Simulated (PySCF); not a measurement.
InCl, SMILES [Cl][In] (connectivity only; charge and spin as stated), neutral, multiplicity 1.

Geometry optimised at PBE0-D3(BJ)/def2-TZVP. The def2 effective core potentials stand for the cores of In; spin–orbit coupling is left out.

Calculation: TDA-LC-ωPBE/def2-TZVPD run with PySCF.

Vertical excitations; the highest root listed may be one member of a degenerate set. Isolated molecule, no solvent. State labels are in the subgroup C2v.

```csv
state,symmetry,energy (eV),λ (nm),f,main pairs
S1,B2,4.75,261,0.176,HOMO→LUMO+1 (degenerate set)
S2,B1,4.75,261,0.176,HOMO→LUMO (degenerate set)
S3,A2,6.20,200,0.000,"HOMO−2→LUMO+1 46 %, HOMO−1→LUMO 46 %"
S4,A2,6.21,200,0.000,"HOMO−1→LUMO, HOMO−2→LUMO+1 (degenerate set)"
S5,A1,6.21,200,0.000,"HOMO−2→LUMO, HOMO−1→LUMO+1 (degenerate set)"
S6,A1,6.41,193,0.173,"HOMO→LUMO+3 37 %, HOMO−1→LUMO+1 21 %, HOMO−2→LUMO 21 %, HOMO→LUMO+2 13 %"
S7,A1,7.19,173,0.436,HOMO→LUMO+2 73 %
S8,A1,7.32,169,0.482,"HOMO→LUMO+3 57 %, HOMO−2→LUMO 13 %, HOMO−1→LUMO+1 13 %, HOMO→LUMO+2 10 %"
S9,B2,7.75,160,0.057,HOMO−1→LUMO+3 (degenerate set)
S10,B1,7.75,160,0.057,HOMO−2→LUMO+3 (degenerate set)
T1,B2,3.27,380,0,HOMO→LUMO+1 (degenerate set)
T2,B1,3.27,380,0,HOMO→LUMO (degenerate set)
T3,A1,5.42,229,0,"HOMO→LUMO+3 61 %, HOMO→LUMO+2 15 %, HOMO→LUMO+14 13 %"
T4,A1,5.86,212,0,"HOMO−2→LUMO 45 %, HOMO−1→LUMO+1 45 %"
```
Triplets are in the Tamm–Dancoff approximation.
